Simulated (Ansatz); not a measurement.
```yaml
crystal:
  periodic: [true, true, true]
  atoms:
    - {symbol: P, position_ang: [-1.021534, 0.802121, -0.854219]}
    - {symbol: O, position_ang: [-0.022929, -0.298755, -0.139790]}
    - {symbol: As, position_ang: [1.161801, 0.295024, 1.093563]}
    - {symbol: H, position_ang: [-2.252461, 0.098219, -0.705550]}
    - {symbol: H, position_ang: [-0.879280, 0.366079, -2.203875]}
    - {symbol: H, position_ang: [0.775198, -0.731667, 2.158641]}
    - {symbol: H, position_ang: [2.300405, -0.599022, 0.605530]}
basis:
  gaussian: {orbitals: def2-mTZVPP, point_charges: [{charge: 0.50, position_ang: [6.056, -0.903, -0.694]}]}
hamiltonian: {xc: {name: wB97}}
output: {forces: true}
```

```sh
$ ansatz run in.yaml --threads 2 --pin off --events-out ev --progress --plain --max-ram 4352MiB
```

It prints (some lines left out):

```
Error: YAML parse error: error: line 2 column 3: crystal: missing field `lattice` (a structure is typed as `lattice` and `atoms`, a molecule's as `atoms` in Å alone, or read from a run's directory, `checkpoint`)
 --> <input>:2:3
1 | crystal:
2 |   periodic: [true, true, true]
3 |   atoms:
4 |     - {symbol: P, position_ang: [-1.021534, 0.802121, -0.854219]}
```

Task: What is wrong with this run?

Result: The molecule is marked periodic without a cell. The program refused the input.
